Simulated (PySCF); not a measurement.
## Static response to an electric field

CH6B2FN.
SMILES with atom numbers: `[NH2:1][BH:2][CH2:3][BH:4][F:5]` (hydrogens: H6, H7 on N1; H8 on B2; H9, H10 on C3; H11 on B4)

Geometry (PBE0-D3(BJ)/def2-SVP, Å), atoms numbered from 1 in this order:
```xyz
11
CH6B2FN angstrom
N     -1.554    0.716    0.501
B     -0.410    0.214    1.118
C      0.520   -0.842    0.382
B      1.421    0.010   -0.546
F      1.051    0.223   -1.810
H     -2.156    1.401    0.938
H     -1.859    0.432   -0.422
H     -0.130    0.645    2.215
H     -0.092   -1.542   -0.211
H      1.119   -1.380    1.131
H      2.443    0.562   -0.195
```

Level: B3LYP/def2-SVPD (PySCF), static field, nuclei fixed, core orbitals frozen in the response. The polarisability tensor in these axes (au):

```
x   56.14 -3.26 -1.01
y   -3.26 45.56  0.49
z   -1.01  0.49 50.59
```

Q: What are the eigenvalues, a third of the trace, and Δα (Δα² = ½Σ(αi − αj)² over the three pairs)?

A: Principal values 44.63, 50.41 and 57.25 au; mean 50.76 au = 7.52 Å³ = 8.37 × 10⁻⁴⁰ C²·m²/J; Δα = 10.94 au (22 % of the mean).

Q: What is the dipole moment, and where does it point?

A: (-1.69, -0.06, 0.48) D, 1.76 D in size, pointing from the negative to the positive side. Measured along this direction, the outermost atoms are H11 at the negative end and H6 at the positive end.

Q: What are the principal values of the traceless quadrupole moment, Θ = ½Σq(3rr − r²1), about the centre of nuclear charge?

A: -7.14, -0.92, 8.06 D·Å. The values depend on the origin, since the dipole doesn't vanish. The electronic extent ⟨r²⟩ about the same centre is 483 bohr², a root-mean-square distance of 1.89 Å for the 38 electrons.

Q: Find the Langevin capture rate constant for O2+ (31.990 u) meeting this molecule (73.067 u), k = 2.342 × 10⁻⁹ cm³/s × √(α in Å³ / reduced mass in u).

A: The reduced mass is 22.25 u, so k = 1.36 × 10⁻⁹ cm³/s. The formula leaves out the permanent dipole, which adds to the capture rate.

Q: Estimate the molar refractivity from the static electronic polarisability.

A: Lorentz–Lorenz: R = (4π/3)N_A α = 2.5225 cm³/(mol·Å³) × 7.52 Å³ = 19.0 cm³/mol, in the limit of long wavelengths.

Geometry: PBE0-D3(BJ)/def2-SVP, one conformer, isolated molecule.
